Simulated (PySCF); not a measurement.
HO2Si, SMILES [OH+]=[Si]=O, charge +1.

Coordinates come from a PBE0-D3(BJ)/def2-TZVP optimisation. The isomer is the one that the SMILES or the coordinates give; other isomers of the formula were not compared.

Computed with TDA-ωB97X/def2-SVPD (PySCF).

Vertical excitations.  State labels are in the subgroup Cs.

Computed UV-visible absorptions:
| state | symmetry | energy (eV) | λ (nm) | f | main pairs |
|---|---|---|---|---|---|
| S1 | A" | 4.60 | 270 | 0.023 | HOMO→LUMO 98 % |
| S2 | A' | 4.66 | 266 | 0.027 | HOMO−1→LUMO 98 % |
| S3 | A' | 6.70 | 185 | 0.028 | HOMO−2→LUMO 75 %, HOMO−1→LUMO+1 15 % |
| S4 | A" | 7.12 | 174 | 0.000 | HOMO→LUMO+1 90 % |
| S5 | A' | 7.42 | 167 | 0.002 | HOMO→LUMO+2 51 %, HOMO−1→LUMO+1 47 % |
| S6 | A" | 7.50 | 165 | 0.000 | HOMO−1→LUMO+2 91 % |
| S7 | A" | 7.73 | 160 | 0.041 | HOMO−3→LUMO 98 % |
| S8 | A' | 8.23 | 151 | 0.039 | HOMO−4→LUMO 94 % |
| S9 | A' | 9.33 | 133 | 0.057 | HOMO−2→LUMO+1 95 % |
| S10 | A" | 9.57 | 130 | 0.047 | HOMO−2→LUMO+2 94 % |
| T1 | A" | 3.93 | 316 | 0 | HOMO→LUMO 97 % |
| T2 | A' | 3.95 | 314 | 0 | HOMO−1→LUMO 97 % |
| T3 | A' | 5.34 | 232 | 0 | HOMO−2→LUMO 83 % |
| T4 | A' | 6.45 | 192 | 0 | HOMO−1→LUMO+1 70 %, HOMO→LUMO+2 14 %, HOMO−2→LUMO 13 % |
Triplets are in the Tamm–Dancoff approximation.
